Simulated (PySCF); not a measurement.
## Cost of excited-state runs on [CoCl6]3-, [Cl6Co]3-, charge -3

Geometry:
| atom | x (Å) | y (Å) | z (Å) |
| --- | --- | --- | --- |
| Co1 | 0.000 | 0.000 | 0.000 |
| Cl2 | -0.018 | -0.009 | 2.267 |
| Cl3 | 0.018 | 0.010 | -2.267 |
| Cl4 | 2.267 | 0.005 | 0.019 |
| Cl5 | -2.267 | -0.005 | -0.019 |
| Cl6 | -0.005 | 2.267 | 0.010 |
| Cl7 | 0.006 | -2.267 | -0.010 |

Total charge -3.

PySCF with density fitting, on 1 thread of an Arm Neoverse V1, shared host. Command: `OMP_NUM_THREADS=1 python excited_run.py task.json out`

**Question.** How long does each of these runs take, and how much memory?
- magnetisability and related constants, PBE0/def2-SVP (def2-TZVP on Co); usual settings
- magnetisability and related constants, PW91/def2-SVP (def2-TZVP on Co); usual settings

**Answer.** 
```
                                  run                            level  basis functions  wall time  peak memory (GiB)
magnetisability and related constants  PBE0/def2-SVP (def2-TZVP on Co)              153       36 s                1.3
magnetisability and related constants  PW91/def2-SVP (def2-TZVP on Co)              153       42 s                1.1
```
Times from a shared host are rough.
